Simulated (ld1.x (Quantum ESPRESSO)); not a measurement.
An all-electron radial function and its pseudo partner (carbon)

Columns: radius, all-electron u(r) and pseudo u(r) of the 2s shell (level -13.63 eV) of carbon in the configuration [He] 2s2 2p2; LDA (PZ), non-relativistic, PAW scheme, ld1.x (Quantum ESPRESSO) 7.5.

```tsv
r (bohr)	all-electron	pseudo
0.075	0.2938	-0.0710
0.150	0.3506	-0.1418
0.225	0.2836	-0.2122
0.300	0.1572	-0.2819
0.375	0.0084	-0.3504
0.450	-0.1421	-0.4173
0.525	-0.2826	-0.4818
0.600	-0.4075	-0.5431
0.675	-0.5144	-0.6004
0.750	-0.6027	-0.6527
0.825	-0.6734	-0.6991
0.900	-0.7276	-0.7387
0.975	-0.7671	-0.7706
1.050	-0.7936	-0.7942
1.125	-0.8090	-0.8090
1.200	-0.8149	-0.8149
1.275	-0.8129	-0.8129
1.350	-0.8043	-0.8043
1.425	-0.7905	-0.7905
1.500	-0.7725	-0.7725
1.575	-0.7511	-0.7511
1.650	-0.7272	-0.7272
1.725	-0.7016	-0.7016
1.800	-0.6746	-0.6746
1.875	-0.6468	-0.6468
1.950	-0.6187	-0.6187
```

(1) How many radial nodes do the two functions have?

(2) At about which radius was the pseudo-wave matched?

(3) Where does each function peak?

(4) Is the pseudo-wave norm-conserving?

## Answers

(1) The all-electron 2s function has n − l − 1 = 1; the pseudo-wave has 0, since the states of the same l below it are removed with the core.

(2) 1.15 bohr, where the columns begin to agree (steps of 0.07 bohr).

(3) Outermost all-electron maximum near 1.20 bohr, pseudo maximum near 1.20 bohr (to the table’s step).

(4) No, it belongs to a PAW set: the norm inside the radius is not constrained, and the difference is carried by the augmentation charge.
